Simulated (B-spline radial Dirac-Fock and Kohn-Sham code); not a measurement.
## Pm³³⁺: eigenvalues, ΔSCF and the reference

System: the Pm³³⁺ ion, [Ar] 3d10.

The density-functional columns are spherical, spin-unpolarised Dirac-Kohn-Sham results without Breit or QED terms: −ε is minus the orbital energy of the initial state and ΔSCF the difference of two total energies. The reference in the last column comes from ΔSCF Dirac-Fock with Breit, self-energy and vacuum polarisation, finite nucleus, configuration average. All numbers are from a radial finite-basis atomic code, in eV; a selection of levels is shown. The Kohn-Sham columns are given as differences from the reference. For the 1s level of heavy atoms much of the gap between ΔSCF and the reference is the Breit and QED part, -183.8 eV here; for other levels the error of the functional can be larger.

| level | LDA −ε − DF | LDA ΔSCF − DF | Dirac-Fock |
| --- | --- | --- | --- |
| K | -283.2 | +173.6 | 46514.9 |
| L1 | -156.2 | -54.0 | 8724.4 |
| L2 | -120.5 | +2.8 | 8312.6 |
| L3 | -126.5 | -12.4 | 7755.9 |
| M1 | -80.8 | -36.9 | 2862.2 |
| M2 | -66.8 | -21.0 | 2688.1 |
| M3 | -66.1 | -22.1 | 2569.1 |
| M4 | -47.8 | +1.3 | 2276.5 |
| M5 | -48.6 | -0.1 | 2251.0 |

For the outermost level NIST gives 2251 ± 5 eV (theoretical); the differences from it are LDA −ε -48.58, LDA ΔSCF -0.08, Dirac-Fock +0.01 eV.

Values without a named source are computed, but for edge energies of neutral atoms, which are taken from tables.
